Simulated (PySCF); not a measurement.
Ga(H)2(nPr), SMILES CC[CH2][GaH2] (CAM-B3LYP/def2-SVP optimised geometry):

```
13

Ga     0.093    -1.893     0.000
H     -0.671    -3.266    -0.005
H      1.665    -1.893     0.000
C     -0.923    -0.204     0.000
C     -0.114     1.094     0.048
C     -0.978     2.350     0.030
H     -1.632    -0.248     0.847
H     -1.571    -0.220    -0.897
H      0.521     1.103     0.950
H      0.590     1.125    -0.801
H     -1.595     2.395    -0.882
H     -0.368     3.266     0.066
H     -1.665     2.371     0.891
```

Computed with PySCF with CAM-B3LYP/def2-TZVP.

Problem. What are the frontier orbital energies and the dipole moment?

Solution. HOMO-2 -10.62 eV, HOMO-1 -9.63 eV, HOMO -8.88 eV, LUMO -0.51 eV, LUMO+1 1.62 eV; dipole moment 0.68 D.

On the same geometry PBE/def2-TZVP (PySCF) gives HOMO-2 -7.78 eV, HOMO-1 -6.97 eV, HOMO -6.36 eV, LUMO -2.19 eV, LUMO+1 0.03 eV; dipole moment 0.78 D.

Meta-Löwdin charges at CAM-B3LYP/def2-TZVP: Ga1 0.36, H2 -0.09, H3 -0.09, C4 -0.41, C5 -0.16, C6 -0.32, H7 0.11, H8 0.11, H9 0.09, H10 0.09, H11 0.10, H12 0.10, H13 0.10.
